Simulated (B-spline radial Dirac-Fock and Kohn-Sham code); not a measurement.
## Subshell photoionisation cross sections of Ga⁴⁺ against photon energy

System: gallium as Ga⁴⁺, configuration [Ar] 3d9.

The run's input, task.json:

```json
{"items": [{
  "Z": 31,
  "q": 4,
  "cfg": [[1, 0, 2], [2, 0, 2], [2, 1, 6], [3, 0, 2], [3, 1, 6], [3, 2, 9]],
  "A": 69,
  "rrms": 3.9973,
  "do": ["binding", "quiet", "photo", "scan"],
  "hv": [35.3, 37.4, 48.8, 66.1, 111.0, 114.0, 320.0, 412.0, 580.0, 1240.0, 2200.0, 2340.0, 2410.0, 2520.0, 3150.0, 6530.0, 10200.0, 12300.0, 42400.0, 72300.0, 95100.0, 101000.0, 147000.0, 156000.0]
}]}
```

Launch: `python xray_run.py task.json out`

Model: Dirac-Hartree-Slater photoionisation with all multipoles and Dirac-Fock thresholds. Program: an atomic code on a B-spline grid. Values are in kb per electron; a dash marks an energy below the computed threshold.

| hν (eV) | 1s | 2p3/2 | 3p1/2 | 3d3/2 | 3d5/2 |
| --- | --- | --- | --- | --- | --- |
| 111 | – | – | – | 832 | 835 |
| 114 | – | – | – | 821 | 824 |
| 320 | – | – | 110 | 156 | 154 |
| 412 | – | – | 84.0 | 83.8 | 82.5 |
| 580 | – | – | 51.6 | 32.8 | 32.2 |
| 1240 | – | 119 | 11.8 | 3.05 | 2.97 |
| 2200 | – | 25.9 | 2.96 | 0.406 | 0.393 |
| 2340 | – | 21.8 | 2.52 | 0.324 | 0.313 |
| 2410 | – | 20.0 | 2.34 | 0.290 | 0.281 |
| 2520 | – | 17.6 | 2.08 | 0.246 | 0.238 |
| 3150 | – | 9.22 | 1.14 | 0.106 | 0.102 |
| 6530 | – | 0.968 | 0.137 | 0.00587 | 0.00559 |
| 10200 | – | 0.222 | 0.0337 | 0.000896 | 0.000846 |
| 12300 | 7.29 | 0.118 | 0.0183 | 0.000401 | 0.000376 |
| 42400 | 0.235 | 0.00142 | 0.000251 | 1.65e-06 | 1.48e-06 |
| 72300 | 0.0482 | 0.000195 | 3.67e-05 | 1.51e-07 | 1.32e-07 |
| 95100 | 0.0211 | 7.03e-05 | 1.37e-05 | 4.50e-08 | 3.86e-08 |
| 101000 | 0.0175 | 5.62e-05 | 1.10e-05 | 3.46e-08 | 2.96e-08 |
| 147000 | 0.00562 | 1.42e-05 | 2.90e-06 | 6.87e-09 | 5.77e-09 |
| 156000 | 0.00469 | 1.14e-05 | 2.35e-06 | 5.35e-09 | 4.48e-09 |

At 156000 eV the multipoles beyond E1 give 36.9 % of 1s, 49.3 % of 2p3/2, 52.2 % of 3p1/2, 69.8 % of 3d3/2, 69.9 % of 3d5/2.

Run: 4.8 s of CPU time on 1 thread of Neoverse-N1 (shared host), peak memory 0.31 GiB.
